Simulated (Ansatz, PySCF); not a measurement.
Bond stretch in AlH, singlet.

Methods: UHF/cc-pVTZ (Ansatz, a quantum-chemistry and plane-wave program); RHF/cc-pVTZ (Ansatz); UKS-CAM-B3LYP = unrestricted CAM-B3LYP/cc-pVTZ (Ansatz); RKS-CAM-B3LYP = restricted CAM-B3LYP/cc-pVTZ run with Ansatz; UKS-BLYP = Ansatz with unrestricted BLYP/cc-pVTZ; RKS-BLYP = restricted BLYP/cc-pVTZ (Ansatz); UKS-PBE = Ansatz with unrestricted PBE/cc-pVTZ; RKS-PBE = restricted PBE/cc-pVTZ in Ansatz; UKS-B3LYP/6-31G* = unrestricted B3LYP/6-31G*, spherical d (PySCF); RKS-B3LYP/6-31G* = restricted B3LYP/6-31G*, spherical d (PySCF 2.14.0); UKS-B3LYP/6-311+G** = PySCF 2.14.0 with unrestricted B3LYP/6-311+G**, spherical d; RKS-B3LYP/6-311+G** = restricted B3LYP/6-311+G**, spherical d (PySCF).

Scanned distances (Å): 1.24, 1.36, 1.41, 1.51, 1.57, 1.59, 1.66, 1.68, 1.79, 1.84, 1.93, 2.07, 2.23, 2.47, 2.70, 2.96, 3.32, 3.72, 4.11, 4.44, 5.02, 5.90, 6.59.

Q: Where does the unrestricted solution first break spin symmetry (<S²> of 0.01 or more)?

A: UHF: already at 1.24 Å; UKS-CAM-B3LYP: between 2.70 and 2.96 Å; UKS-BLYP: between 2.96 and 3.32 Å; UKS-PBE: between 2.96 and 3.32 Å; UKS-B3LYP/6-31G*: between 2.70 and 2.96 Å; UKS-B3LYP/6-311+G**: between 2.70 and 2.96 Å.

```tsv
R / Å	<S²> UHF	E(RHF) − E(UHF) / kcal/mol	<S²> UKS-CAM-B3LYP	E(RKS-CAM-B3LYP) − E(UKS-CAM-B3LYP) / kcal/mol	<S²> UKS-BLYP	E(RKS-BLYP) − E(UKS-BLYP) / kcal/mol	<S²> UKS-PBE	E(RKS-PBE) − E(UKS-PBE) / kcal/mol	<S²> UKS-B3LYP/6-31G*	E(RKS-B3LYP/6-31G*) − E(UKS-B3LYP/6-31G*) / kcal/mol	<S²> UKS-B3LYP/6-311+G**	E(RKS-B3LYP/6-311+G**) − E(UKS-B3LYP/6-311+G**) / kcal/mol
1.24	0.33	1.4	0.00	0.0	0.00	0.0	0.00	0.0	0.00	0.0	0.00	0.0
1.36	0.28	1.0	0.00	0.0	0.00	0.0	0.00	0.0	0.00	0.0	0.00	0.0
1.41	0.27	0.8	0.00	0.0	0.00	0.0	0.00	0.0	0.00	0.0	0.00	0.0
1.51	0.23	0.6	0.00	0.0	0.00	0.0	0.00	0.0	0.00	0.0	0.00	0.0
1.57	0.20	0.5	0.00	0.0	0.00	0.0	0.00	0.0	0.00	0.0	0.00	0.0
1.59	0.19	0.4	0.00	0.0	0.00	0.0	0.00	0.0	0.00	0.0	0.00	0.0
1.66	0.16	0.3	0.00	0.0	0.00	0.0	0.00	0.0	0.00	0.0	0.00	0.0
1.68	0.16	0.3	0.00	0.0	0.00	0.0	0.00	0.0	0.00	0.0	0.00	0.0
1.79	0.11	0.1	0.00	0.0	0.00	0.0	0.00	0.0	0.00	0.0	0.00	0.0
1.84	0.09	0.1	0.00	0.0	0.00	0.0	0.00	0.0	0.00	0.0	0.00	0.0
1.93	0.05	0.0	0.00	0.0	0.00	0.0	0.00	0.0	0.00	0.0	0.00	0.0
2.07	0.00	0.0	0.00	0.0	0.00	0.0	0.00	0.0	0.00	0.0	0.00	0.0
2.23	0.00	0.0	0.00	0.0	0.00	0.0	0.00	0.0	0.00	0.0	0.00	0.0
2.47	0.19	0.4	0.00	0.0	0.00	0.0	0.00	0.0	0.00	0.0	0.00	0.0
2.70	0.52	4.3	0.00	0.0	0.00	0.0	0.00	0.0	0.00	0.0	0.00	0.0
2.96	0.74	11.2	0.26	0.9	0.00	0.0	0.00	0.0	0.17	0.3	0.09	0.1
3.32	0.89	22.3	0.57	5.3	0.27	0.8	0.34	1.0	0.50	3.7	0.43	2.5
3.72	0.96	34.3	0.77	11.8	0.52	3.4	0.61	4.3	0.70	9.0	0.64	6.7
4.11	1.00	44.7	0.88	18.3	0.66	6.2	0.75	7.8	0.82	14.1	0.76	10.8
4.44	1.01	52.5	0.94	23.4	0.73	8.3	0.83	10.4	0.88	17.9	0.82	13.9
5.02	1.02	63.7	0.99	31.2	0.80	11.1	0.99	14.1	0.96	23.4	0.90	18.4
5.90	1.02	75.8	1.00	39.7	0.85	13.7	1.00	18.3	1.00	29.0	0.98	23.0
6.59	1.02	82.0	1.01	44.0	0.87	14.8	1.01	20.0	1.00	31.4	1.00	25.5
```
